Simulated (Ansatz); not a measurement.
The standard entropy of CHF3O3S (triflic acid) from a frequency calculation

A singlet with charge 0, relaxed at PBE0-D4/def2-TZVP (Ansatz 0.2.0):

```xyz
9

O     1.4629   -0.5819    0.9857
S     0.2985   -0.7789    0.1944
O     0.1445   -1.8377   -0.7300
O    -0.9727   -0.7780    1.1281
C     0.0031    0.7967   -0.7252
F    -0.0766    1.8017    0.1382
F     1.0144    1.0041   -1.5475
F    -1.1209    0.7238   -1.4123
H    -0.7532   -0.3500    1.9686
```

Harmonic wavenumbers in cm⁻¹: 58, 183, 189, 302, 315, 336, 371, 465, 500, 566, 570, 623, 781, 883, 1131, 1175, 1241, 1262, 1286, 1494, 3792.

Masses in u: O 15.999, S 32.06, C 12.011, F 18.998, H 1.008. Take T = 298.15 K, p = 1 bar, R = 8.3145 J/(mol K), kT/hc = 207.22 cm⁻¹, rigid rotor and harmonic oscillator.

Question: Compute the standard molar entropy.

Answer: 
1. Translation (Sackur–Tetrode): S = R[3/2 ln M + 5/2 ln T − 1.1517] with M = 150.07 gives 171.4 J/(mol K).
2. Rotation: principal moments 189.135, 319.440, 321.387 u Å² give A, B, C = 0.0891, 0.0528, 0.0525 cm⁻¹; the symmetry number is σ = 1; q = (√π/σ)√((kT/hc)³/ABC) = 336424; S = R(ln q + 3/2) = 118.3.
3. Vibration: with u = ν̃/207.22, each mode gives R[u/(eᵘ − 1) − ln(1 − e⁻ᵘ)]; the sum is 73.3, most from 58 cm⁻¹ (18.9), 183 cm⁻¹ (9.6), 189 cm⁻¹ (9.4).
4. Electronic: R ln 1 = 0.0, from the spin multiplicity alone.
5. Sum: 171.4 + 118.3 + 73.3 + 0.0 = 363.0 J/(mol K).

No measured value is set beside it here. Where a soft mode is a torsion, a harmonic oscillator describes it poorly.
